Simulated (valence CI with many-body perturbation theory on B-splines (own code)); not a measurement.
Sn¹⁷⁺: calculated level list

Computed by configuration interaction combined with many-body perturbation theory (CI+MBPT): five valence electrons over a frozen Dirac-Fock core [Ar] 3d10, a basis of 11 s, 11 p, 10 d, 8 f, 5 g, 2 h functions for each j, with the one-electron correlation potential Σ1, the two-electron term Σ2, the three-electron term Σ3, Breit, model QED; selected CI, second order for the rest, scaled by the run's own slope (own B-spline code, finite nucleus).

No measured spectrum was set against this ion. As an estimate, levels hold to about 250 cm⁻¹ or 0.2 % of their energy and the worst to 1 %, as in measured heavy ions of charge 2 to 7; those with d or f electrons hold less well. Among the levels kept, up to 2100 cm⁻¹ of a level comes from second order outside the variational space, and about a tenth of that is noise between levels of different J, which matters for small intervals.

Levels 46 to 90 of 168, with energies above the lowest level, 4s2 4p3 4S°_3/2. "Leading %" is the weight of the configuration and term that name the level; weights of strongly mixed levels are sums over their largest components and can fall short. In the jj column 3d3/2^4 stands for four electrons in 3d with j = 3/2. Lifetimes count E1, E2, E3, M1 and M2 decay at the calculated energies, and are blank where another channel may lead or the interval is too uncertain; long ones can be off by a factor of two.

```
No.  Configuration  Term     J  E (eV)  Leading %      g                     Leading jj  Lifetime
 46      4s 4p3 4d   6D°   7/2  116.91         74  1.517  4s 4p1/2^2 4p3/2 4d3/2 (35 %)    666 ps
 47      4s 4p3 4d   6D°   9/2  118.00         81  1.510  4s 4p1/2^2 4p3/2 4d5/2 (60 %)   1.10 ns
 48            4p5   2P°   1/2  120.90         68  0.672           4p1/2 4p3/2^4 (68 %)   31.9 ps
 49      4s 4p3 4d   4F°   3/2  122.13         50  0.755  4s 4p1/2^2 4p3/2 4d3/2 (42 %)    108 ps
 50      4s 4p3 4d   4D°   5/2  122.64         45  1.294  4s 4p1/2^2 4p3/2 4d5/2 (50 %)    104 ps
 51      4s 4p3 4d   4D°   7/2  125.55         54  1.366  4s 4p1/2 4p3/2^2 4d5/2 (57 %)    165 ps
 52      4s 4p3 4d   4D°   3/2  126.43         56  0.980  4s 4p1/2 4p3/2^2 4d3/2 (65 %)    127 ps
 53      4s 4p3 4d   4D°   1/2  126.49         86  0.182  4s 4p1/2 4p3/2^2 4d3/2 (39 %)    168 ps
 54      4s 4p3 4d   4G°   5/2  126.60         33  0.960  4s 4p1/2 4p3/2^2 4d3/2 (56 %)    102 ps
 55      4s 4p3 4d   4F°   5/2  127.58         38  0.926  4s 4p1/2^2 4p3/2 4d3/2 (36 %)   69.5 ps
 56      4s 4p3 4d   4F°   7/2  127.96         38  1.208  4s 4p1/2 4p3/2^2 4d3/2 (60 %)    150 ps
 57      4s 4p3 4d   4F°   7/2  128.80         53  1.179  4s 4p1/2^2 4p3/2 4d5/2 (39 %)   52.8 ps
 58      4s 4p3 4d   2S°   1/2  129.03         41  1.708  4s 4p1/2^2 4p3/2 4d3/2 (51 %)   49.0 ps
 59      4s 4p3 4d   4G°   9/2  129.72         56  1.252  4s 4p1/2 4p3/2^2 4d5/2 (51 %)    157 ps
 60      4s 4p3 4d   4D°   1/2  130.59         68  0.551  4s 4p1/2^2 4p3/2 4d3/2 (31 %)   30.8 ps
 61      4s 4p3 4d   4F°   9/2  131.04         80  1.312  4s 4p1/2 4p3/2^2 4d5/2 (76 %)    147 ps
 62      4s 4p3 4d   2G°   7/2  132.37         55  1.025  4s 4p1/2^2 4p3/2 4d5/2 (42 %)   64.2 ps
 63      4s 4p3 4d   4D°   3/2  132.70         68  1.175  4s 4p1/2 4p3/2^2 4d3/2 (25 %)   22.0 ps
 64      4s 4p3 4d   4G°  11/2  132.97         95  1.272  4s 4p1/2 4p3/2^2 4d5/2 (95 %)    141 ps
 65      4s 4p3 4d   2D°   5/2  133.14         27  1.189  4s 4p1/2^2 4p3/2 4d5/2 (28 %)   15.6 ps
 66      4s 4p3 4d   4P°   3/2  133.45         46  1.545  4s 4p1/2^2 4p3/2 4d5/2 (39 %)   17.8 ps
 67      4s 4p3 4d   2G°   9/2  134.16         68  1.153  4s 4p1/2 4p3/2^2 4d3/2 (57 %)    136 ps
 68      4s 4p3 4d   4P°   1/2  136.28         53  2.252  4s 4p1/2 4p3/2^2 4d5/2 (63 %)   26.3 ps
 69      4s 4p3 4d   4P°   5/2  136.61         48  1.390  4s 4p1/2 4p3/2^2 4d5/2 (39 %)   6.50 ps
 70      4s 4p3 4d   4F°   3/2  136.90         64  0.617  4s 4p1/2 4p3/2^2 4d3/2 (76 %)   26.2 ps
 71      4s 4p3 4d   4D°   7/2  136.93         24  1.149  4s 4p1/2 4p3/2^2 4d3/2 (36 %)   12.2 ps
 72      4s 4p3 4d   4F°   5/2  137.30         52  0.985  4s 4p1/2 4p3/2^2 4d3/2 (60 %)   31.4 ps
 73      4s 4p3 4d   4D°   5/2  138.42         58  1.393  4s 4p1/2 4p3/2^2 4d5/2 (66 %)   13.8 ps
 74      4s 4p3 4d   2D°   3/2  138.43         34  1.246  4s 4p1/2 4p3/2^2 4d3/2 (52 %)   7.21 ps
 75      4s 4p3 4d   2P°   1/2  138.54         44  0.596  4s 4p1/2^2 4p3/2 4d3/2 (28 %)   8.16 ps
 76      4s 4p3 4d   4D°   7/2  139.40         42  1.233  4s 4p1/2 4p3/2^2 4d5/2 (75 %)   30.7 ps
 77      4s 4p3 4d   2D°   3/2  139.57         36  1.073  4s 4p1/2 4p3/2^2 4d3/2 (47 %)   8.06 ps
 78      4s 4p3 4d   4P°   3/2  139.85         40  1.330  4s 4p1/2 4p3/2^2 4d5/2 (34 %)   6.68 ps
 79      4s 4p3 4d   4P°   5/2  140.13         49  1.366  4s 4p1/2 4p3/2^2 4d5/2 (48 %)   12.2 ps
 80      4s 4p3 4d   2G°   9/2  140.28         46  1.201  4s 4p1/2 4p3/2^2 4d5/2 (54 %)   66.2 ps
 81      4s 4p3 4d   2F°   7/2  140.57         38  1.255  4s 4p1/2 4p3/2^2 4d5/2 (34 %)   9.06 ps
 82      4s 4p3 4d   2D°   5/2  141.36         19  1.097  4s 4p1/2 4p3/2^2 4d5/2 (45 %)   12.0 ps
 83      4s 4p3 4d   4S°   3/2  141.46         41  1.644  4s 4p1/2 4p3/2^2 4d5/2 (69 %)   5.82 ps
 84      4s 4p3 4d   2F°   7/2  141.63         34  1.189  4s 4p1/2 4p3/2^2 4d3/2 (44 %)   6.43 ps
 85      4s 4p3 4d   4D°   5/2  141.75         45  1.264  4s 4p1/2 4p3/2^2 4d5/2 (38 %)   8.33 ps
 86      4s 4p3 4d   4P°   1/2  142.51         42  1.383  4s 4p1/2 4p3/2^2 4d3/2 (66 %)   4.08 ps
 87      4s 4p3 4d   2G°   7/2  143.49         29  1.140  4s 4p1/2 4p3/2^2 4d3/2 (31 %)   14.7 ps
 88      4s 4p3 4d   2D°   3/2  143.55         36  1.060  4s 4p1/2 4p3/2^2 4d5/2 (48 %)   7.07 ps
 89      4s 4p3 4d   4D°   5/2  144.99         30  1.210  4s 4p1/2 4p3/2^2 4d5/2 (45 %)   6.48 ps
 90      4s 4p3 4d   4D°   7/2  145.12         51  1.286  4s 4p1/2 4p3/2^2 4d5/2 (61 %)   12.1 ps
```

Names give the largest LS component (configuration and term), which can be under half, so a name can repeat, a term be missing and a line seem to break the LS rules; names also repeat where a configuration has a term twice.

Where two levels of one J and parity lie close, their mixing, g and order are uncertain.
